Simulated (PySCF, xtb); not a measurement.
C2H8FNOSi, SMILES C[Si@@](N)(O)CF.

GFN2-xTB run with xtb 6.7.1 at its own geometry gives an orbital gap of 7.00 eV and a dipole moment of 2.57 D.

Coordinates come from a r2SCAN-D4/def2-SVP optimisation. The structure was generated by enumeration; whether it is a known compound was not checked. One conformer was computed; it need not be the lowest.

What does PySCF with PBE0/def2-TZVP give? (An estimate is asked for; the answer gives what the named calculation found.)

gap 8.15 eV (levels -7.46 and 0.69 eV), dipole 1.84 D.
